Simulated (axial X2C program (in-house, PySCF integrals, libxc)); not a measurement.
# What spin–orbit coupling does to SeBr

All values were computed with an in-house relativistic program for diatomic molecules. Spin-free means the one-electron spin-free X2C Hamiltonian; two-component (2c) means X2C with spin–orbit coupling and atomic mean-field two-electron Coulomb and Gaunt terms, so the difference of the two also holds small scalar two-electron terms. Basis: Br dyall-cv3z [8s9p6d4f1g], Se dyall-cv3z [8s9p6d4f1g] (cores contracted in-house); Gaussian nuclei, density fitting, unrestricted open shells. Masses: Br 78.918 u, Se 79.917 u.

Spin-free state: M_S = 1/2, Λ = 1 (beyond evenly filled blocks: π+α, π+β, π-α); fragments Br + Se.

| level | Re (Å) | ωe (cm⁻¹) | De (eV) | μ (D) |
| --- | --- | --- | --- | --- |
| PBE0 | 2.260 | 335.0 | 2.505 | 0.19 |
| PBE | 2.285 | 319.1 | 2.786 | -0.01 |

Dipoles are positive if Se is the positive end.

Problem. Within this multiplet, which Ω should lie lowest by the rule for regular and inverted multiplets?

Solution. The open π shell holds three electrons, one hole, so the multiplet is inverted: Ω = Λ + 1/2 = 3/2. The PBE0 2c search agrees.

Two-component determinant lowest at the distance of the search:

Ω = 3/2 (⟨Sz⟩ = 0.50, ⟨Lz⟩ = 1.00 at PBE0); fragments Br + Se.

```tsv
level	Re (Å)	ωe (cm⁻¹)	De (eV)	μ (D)
PBE0	2.262	333.7	2.482	0.18
PBE	2.287	317.3	2.767	-0.02
```

Problem. From the two tables, how do the constants change at the PBE0 level (2c against spin-free)?

Solution. At the PBE0 level Re increases by 0.002 Å and ωe falls by 1.3 cm⁻¹; De changes by -0.023 eV.

The state is one determinant whose occupation by symmetry is held fixed; it was picked as the lowest of a PBE0 search that is not exhaustive. De is counted from the lowest determinant-based energies of the atoms at the same level, without counterpoise correction. Density functionals use the spin component along the axis (collinear). Without a current term, density functionals place determinants with orbital angular momentum somewhat too high.
